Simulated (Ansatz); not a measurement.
CH8B2Si2. Total charge 0; spin multiplicity 1. The bonds changed during the relaxation, so this is another structure than the one it started from. All single points use the PBE0-D4/def2-TZVP geometry. It is one conformer, not always the lowest.

```xyz
13

B     0.510   -0.567   -0.158
C    -0.606   -0.568   -1.350
Si   -0.101    1.202   -1.252
B     0.497    1.258    0.532
Si   -0.394    0.025    1.721
H    -0.032   -1.311    0.814
H     1.580   -1.085   -0.270
H    -1.613   -0.820   -1.022
H    -0.353   -1.097   -2.266
H     0.706    1.712   -2.402
H     1.393    1.934    0.934
H    -1.846   -0.278    1.737
H     0.258   -0.405    2.980
```

Q: What is the dipole moment at r2SCAN/def2-TZVPP? (An estimate is asked.)

A: Computed: 1.46 D, with components (-1.33, -0.59, -0.02) D in this frame, pointing from negative to positive charge.

Q: And with PBE, B3LYP, ωB97M-V? (An estimate is asked.)

A: The calculation gave: PBE 1.45 D, B3LYP 1.47 D, ωB97M-V 1.53 D.

Q: Give the Mulliken charges with r2SCAN, PBE, B3LYP in def2-TZVPP. (Estimate.)

A: Computed: 
| atom | r2SCAN | PBE | B3LYP |
| --- | --- | --- | --- |
| B1 | 0.07 | 0.02 | 0.09 |
| C2 | -0.30 | -0.26 | -0.33 |
| Si3 | 0.19 | 0.07 | 0.10 |
| B4 | -0.15 | -0.05 | -0.08 |
| Si5 | 0.20 | 0.09 | 0.14 |
| H6 | -0.03 | 0.01 | -0.03 |
| H7 | 0.02 | 0.03 | 0.04 |
| H8 | 0.08 | 0.10 | 0.10 |
| H9 | 0.09 | 0.10 | 0.10 |
| H10 | -0.09 | -0.06 | -0.08 |
| H11 | 0.02 | 0.03 | 0.04 |
| H12 | -0.05 | -0.03 | -0.04 |
| H13 | -0.06 | -0.04 | -0.05 |

B3LYP here is the variant with VWN-RPA as its local correlation; programs differ in this.
